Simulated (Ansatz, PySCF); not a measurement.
Gas-phase reaction (SMILES): F[Si](F)(Br)Br [dibromo(difluoro)silane] -> F atom + F[Si](Br)Br; the F-Si bond at the site shown breaks (other sites are not compared here).

Structures are relaxed separately at B3LYP-D3(BJ)/def2-TZVP in Ansatz (a program for electronic structure). Valence correlation only, unless marked. UHF or UKS for open shells. Spin-orbit coupling is left out. The frozen core is the preceding noble-gas configuration, with the filled d and f shells of earlier blocks. No relativistic terms. Basis-set limits of correlation are two-point, X^-3; Hartree-Fock from the larger set. Thermal terms are rigid-rotor harmonic-oscillator values from B3LYP-D3(BJ) frequencies (PySCF) at 298.15 K and 1 atm. 1 Eh = 627.5095 kcal/mol. Atoms have translation alone.

```csv
species,"E, CCSD(T)/CBS(def2-TZVPP,def2-QZVPP) (Ansatz) (Eh)","E, r2SCAN-D4/def2-TZVPD (Ansatz + dftd4) (Eh)",H - E (Eh)
F[Si](F)(Br)Br,-5634.25904,-5637.70160,0.01590
F atom,-99.66726,-99.72844,0.00236
F[Si](Br)Br,-5534.33864,-5537.73132,0.01135
```

Work out ΔE and ΔH at 298.15 K at the first level, then ΔH at the second.


1. ΔE = [(-99.66726) + (-5534.33864)] - [(-5634.25904)] = 0.25314 Eh = 158.8 kcal/mol at CCSD(T)/CBS(def2-TZVPP,def2-QZVPP).
2. The terms H - E add up to -0.00219 Eh, so ΔH = (0.25314 + (-0.00219))×627.5095 = 157.5 kcal/mol.
3. At r2SCAN-D4/def2-TZVPD the same steps give ΔE = 151.8 and ΔH = 150.4 kcal/mol, a shift of -7.1 from the first level.
4. These values are not checked against measurement here, since the tables used lack a sound gas-phase enthalpy of formation for at least one species.
